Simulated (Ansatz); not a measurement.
Ansatz (an electronic-structure program) input (RI-MP2/cc-pVTZ):
A basis named .json is the Basis Set Exchange file of that set.

Ansatz 0.2 input:
```yaml
crystal:
  periodic: [false, false, false]
  atoms:
    - {symbol: F, position_ang: [-1.36561773, -0.72379563, -1.34450309]}
    - {symbol: Ge, position_ang: [-0.65693939, 0.02431890, 0.02228301]}
    - {symbol: F, position_ang: [-1.23032770, 1.63650042, 0.06812198]}
    - {symbol: F, position_ang: [-1.27395634, -0.76944687, 1.40764598]}
    - {symbol: Br, position_ang: [1.59574790, -0.05907218, -0.05412686]}
basis:
  gaussian:
    orbitals: cc-pVTZ
    fitting: {mean_field: def2-universal-jkfit, correlation: cc-pVTZ-RIFIT.json}
magnetization: {spin_polarized: false}
correlation: {method: mp2, electrons: outside_noble_gas}
```

Output:

```
Functional definition: HF
integrals: 0.19 GiB planned
763 factors; integrals over basis functions are off by at most 9.0e-1 eV
575 factors; integrals over basis functions are off by at most 1.3e2 eV
0.59 GiB of device memory are held for the factors and their scratch space
mean field: 1.15 GiB planned
mean field evaluation 1: about -134596.9835 eV, gradient 4.5e1 eV
mean field evaluation 2: about -134598.9737 eV, gradient 3.3e1 eV
mean field evaluation 4: about -134600.3054 eV, gradient 5.8e-1 eV
mean field evaluation 8: about -134600.3081 eV, gradient 1.9e-6 eV
mean field -134600.30811986 eV, -4946.4700880390 hartree, gradient 1.9e-6 eV, S^2 0.000000; 0 other end points of the search recorded, 0 dependent functions left out
31 core orbitals not correlated
reference -134600.30811986 eV, -4946.4700880390 hartree; 16, 16 occupied and 129, 129 virtual orbitals, 575 factors
second order -27.94567588 eV of doubles, -0.00000000 eV of singles
Total energy: -134628.25379573 eV, -4947.4970726853 hartree
```
